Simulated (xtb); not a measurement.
C4H4ClF, SMILES Cl/C=C\C(=C)F. All values are semi-empirical tight-binding results from xtb (GFN2-xTB unless named), good for trends rather than for accurate numbers. Geometry optimised at GFN2-xTB. The structure was generated by enumeration; whether it is a known compound was not checked. Other conformers were not sampled.

Optimised geometry:

Bond lengths (Å): C1–C2 1.330, C1–H7 1.075, C1–H8 1.073, C2–F3 1.349, C2–C4 1.447, C4–C5 1.335, C4–H9 1.080, C5–Cl6 1.710, C5–H10 1.080. Angles (°): C2–C1–H7 120.9, C2–C1–H8 121.1, H7–C1–H8 118.0, C1–C2–F3 118.3, C1–C2–C4 125.0, F3–C2–C4 116.7, C2–C4–C5 128.6, C2–C4–H9 113.8, C5–C4–H9 117.6, C4–C5–Cl6 126.0, C4–C5–H10 120.8, Cl6–C5–H10 113.2.

Computed properties:
```
Property                                         Result
----------------------------------------  -------------
point group as xtb finds it                          Cs
orbital gap                                     3.31 eV
dipole moment                                    2.78 D
zero-point energy                         41.5 kcal/mol
G − E(el) at 298.15 K (modified RRHO)     22.2 kcal/mol
static polarisability (D4 model)             63.1 bohr³
solvation energy, GFN2-xTB/ALPB(water)    -3.7 kcal/mol
solvation energy, GFN2-xTB/ALPB(octanol)  -5.9 kcal/mol
```

Task: Give the atomic charges and the Wiberg bond orders between heavy atoms. (The exact figures need the calculation; the answer reports its results.)

Result: charges (e) C1 -0.12, C2 0.18, F3 -0.22, C4 -0.06, C5 0.06, Cl6 -0.12, H7 0.07, H8 0.06, H9 0.07, H10 0.07. Bond orders C1–C2 1.79, C2–F3 0.96, C2–C4 1.11, C4–C5 1.79, C5–Cl6 1.04.
